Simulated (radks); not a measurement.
Values are calculated unless marked as measured or tabulated.
Zn4+, 26 electrons, occupied as [Ar] 3d7.5 4p0.5 (fractional occupations, a model configuration).

Level of theory: scalar-relativistic Kohn-Sham, PBE, spin-unpolarised, spherical densities, finite nucleus; Fermi nuclear charge, rms radius 3.9283 fm (a radial shooting solver on a logarithmic mesh with Libxc functionals).

Energy parts (hartree):
total: -1790.55019
kinetic: 1819.27102
electron-nucleus: -4246.55025
Hartree: 705.97105
exchange-correlation: -69.24200

Orbitals (lengths in bohr, moments of r in powers of bohr; r(max) is where P^2 peaks):
orbital  occ.  eigenvalue (hartree)   r(max)   <1/r>
1s          2             -352.7745  0.03291   30.22
2s          2             -45.33020   0.1893   6.586
2p          6             -39.65570   0.1521   6.461
3s          2              -7.36854   0.5844   2.125
3p          6              -5.66335   0.5865   1.985
3d        7.5              -2.89132   0.5455   1.691
4s          0              -1.89475    1.644  0.7265
4p        0.5              -1.50852    1.840  0.6388
4d          0              -0.96875    2.420  0.4895

The highest occupied level is 4p at -41.049 eV. The configuration is held as typed, so some empty levels lie below it. Summed over all electrons, <r^2> = 12.57 bohr^2, which gives a Langevin (diamagnetic) susceptibility term of -9.95 x 10^-6 cm^3/mol. The density falls to 0.001 e/bohr^3 at r = 2.96 bohr.
